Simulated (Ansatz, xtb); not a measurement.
Stretching the Mg1–H2 bond in MgH (multiplicity 2 held). Energies count from the point at 1.743 Å.


```tsv
level	energy at R = 6.971 Å (kJ/mol)	minus FCI/def2-TZVPP	cost
GFN2-xTB	274.2	141.9	-
U-HF/def2-TZVPP	112.4	-20.0	-
RO-PBE/def2-TZVPP	133.2	0.9	-
U-PBE/def2-TZVPP	134.2	1.9	×1
RO-r2SCAN/def2-TZVPP	154.6	22.2	-
U-r2SCAN/def2-TZVPP	156.8	24.5	×2
RO-B3LYP/def2-TZVPP	137.0	4.7	-
U-B3LYP/def2-TZVPP	138.8	6.4	×1
RO-wB97X-V/def2-TZVPP	138.3	6.0	-
U-wB97X-V/def2-TZVPP	140.3	8.0	×3
U-MP2/def2-TZVPP	133.1	0.7	-
U-SCS-MP2/def2-TZVPP	135.3	3.0	-
U-CCSD/def2-TZVPP	130.8	-1.6	-
U-CCSD(T)/def2-TZVPP	131.9	-0.5	×1
CASSCF(3,5)/def2-TZVPP	101.5	-30.8	-
SC-NEVPT2 on CASSCF(3,5)/def2-TZVPP	119.6	-12.8	-
FIC-NEVPT4(SD) on CASSCF(3,5)/def2-TZVPP	127.6	-4.7	-
FIC-MRCISD on CASSCF(3,5)/def2-TZVPP	130.7	-1.7	-
FIC-MRCISD+Q on CASSCF(3,5)/def2-TZVPP	131.1	-1.2	-
FCI/def2-TZVPP	132.3	0.0	×3
```

 Full CI is exact for the correlated electrons in its own basis alone.

The rows run from 101.5 (CASSCF(3,5)/def2-TZVPP) to 274.2 kJ/mol (GFN2-xTB). In def2-TZVPP the value moves U-HF 112.4, U-MP2 133.1, U-CCSD 130.8, U-CCSD(T) 131.9, a shift of 19.5 from U-HF to U-CCSD(T). The 4 U-functionals in def2-TZVPP without D3 or D4 span 22.6, from U-PBE to U-r2SCAN.

Restricted levels (R-, RO-) in cc, def2 and unpolarised 6-31G sets keep to the state of the molecule at rest. U- levels take the lowest unrestricted solution at each point, which mixes spins at long bonds. Active spaces are followed from rest. Full CI gives the lowest state of the spin. Levels need not reach the same state.

Correlated levels freeze the cores.

The values were computed with Ansatz (Gaussian orbitals); xtb for the GFN methods.  The GFN methods have no spin term and hold the electronic entropy of 300 K.

Costs are rough ratios of core time to U-PBE/def2-TZVPP (about 1.4 s over the structures, on one shared machine); a dash marks a level with no comparable run of its own.

Ansatz is a first-principles code.
